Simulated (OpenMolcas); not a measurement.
# Levels of I V by method

| Property | Result |
| --- | --- |
| Program | OpenMolcas |
| Basis | ANO-RCC-VTZP [7s6p4d2f1g] |
| Scalar Hamiltonian | DKH2, point nucleus |
| Active space | 3 electrons in 9 orbitals (RAS2 5s 5p; RAS3 5d, at most 2 electrons) |
| State averaging | 2S+1 = 4 odd, 1 root; 2S+1 = 2 odd, 11 roots; 2S+1 = 4 even, 3 roots; 2S+1 = 2 even, 9 roots |
| Spin-orbit coupling | RASSI with atomic mean-field integrals over the reference wave functions, term energies averaged over their components |

Methods on the same reference wave functions:
A. RASSCF
B. SS-RASPT2, IPEA 0.25 Eh, imaginary shift 0.1 Eh (closed shells correlated: 4d)
C. MS-RASPT2, IPEA 0.25 Eh, imaginary shift 0.1 Eh (closed shells correlated: 4d)
D. XMS-RASPT2, IPEA 0.25 Eh, imaginary shift 0.1 Eh (closed shells correlated: 4d)

Energies in eV above 5s2 5p 2P* 1/2.

```csv
Level,A,B,C,D
5s2 5p 2P* 1/2,0.0000,0.0000,0.0000,0.0000
5s2 5p 2P* 3/2,1.3686,1.369,1.378,1.377
5s 5p2 4P 1/2,9.2983,10.066,10.095,10.176
5s 5p2 4P 3/2,9.9196,10.712,10.741,10.821
5s 5p2 4P 5/2,10.6053,11.374,11.403,11.483
5s 5p2 2D 3/2,13.1416,13.441,13.470,13.547
5s 5p2 2D 5/2,13.3787,13.730,13.759,13.837
```

Among B to D the level of the table that moves most is 5s 5p2 4P 1/2, by 890 cm-1 (lowest in B, highest in D). Moves below CASPT2's spread within the term are not significant.

The lowest spin-free term lies below A's lowest term by 0.432 hartree in B, 0.433 hartree in C, 0.437 hartree in D.

Term energies are means over components that CASPT2 splits; among the terms shown or strongly mixed into the levels shown the widest spread is 45 cm-1 (5s 5p2 2D, D). Active for correlation alone: 5d; no level in the range computed is led by a configuration that fills it, so any true level of that kind is missing. Some terms mix strongly with configurations of 5d, whose occupation reaches 0.15 (5s 5p2 2D). Levels of configurations outside the active space are missing. Levels that lie high or do not pair safely by name in every column are left out.

* marks odd parity.
